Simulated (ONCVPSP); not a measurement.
## bromine: one change to an ONCV potential, before and after

| Item | Value |
| --- | --- |
| Element | bromine |
| Generator | ONCVPSP 4.0.1 |
| Type | optimised norm-conserving Vanderbilt (ONCV) |
| Functional | LDA (Perdew-Zunger) |
| Relativity | scalar-relativistic |
| Frozen core | [Ne] 3s2 |
| Valence charge | 23 |
| Reference configuration | 3p6 3d10 4s2 4p5 |
| Partial waves | 4s: rc 1.25 bohr, ncon 4, nbas 7, qcut 4.6 1/bohr, 3 projectors, debl 1.3 Ha; 3p+4p: rc 1.10 bohr, ncon 3, nbas 6, qcut 12.8 1/bohr, 3 projectors, debl 3.6 Ha; 3d: rc 0.55 bohr, ncon 3, nbas 6, qcut 16.4 1/bohr, 2 projectors, debl 3.6 Ha |
| Local potential | polynomial inside 0.55 bohr (lpopt 5, dvloc0 2 Ha) |
| Core correction | Teter function, fcfact 1.75, rcfact 1.6 |

Change: all radii but the core radius scaled by about 1.19 (s 1.48, p 1.30, d 0.66 bohr); local potential polynomial inside 0.66 bohr (lpopt 5, dvloc0 2 Ha).

Cutoffs: the cutoffs (Ha) at which the residual kinetic energy of the hardest occupied pseudo-wave falls to 1 and 0.1 mHa per electron; they do not see the model core or the augmentation charge, which bear on the density cutoff. Errors are all-electron minus pseudo energies relative to the spin-unpolarised reference configuration.

Question: What does the change do?

Answer: Both files keep a bound ghost (s); the errors of the 4 common tests hardly move.

```csv
quantity,base,changed
bound ghosts,s,s
GHOST(+) flags under 300 eV,none,none
"error for 3p6 3d10 4s2 4p4, meV [ΔE 12.71 eV]",-2.4,-2.5
"error for 3p6 3d10 4s2 4p3, meV [ΔE 35.65 eV]",-7.4,-7.7
"error for 3p6 3d10 4s2 4p2, meV [ΔE 69.87 eV]",-16,-17
"error for 3p6 3d10 4s1 4p5, meV [ΔE 25.75 eV]",-8.3,-8.2
"rms error of d²Exc/dni dnj with the model core, mHa",2.84,2.59
```

 A true bound ghost makes a file unfit for plane-wave use even where its test errors are small: the radial tests pick states by their node count and pass the ghost by.
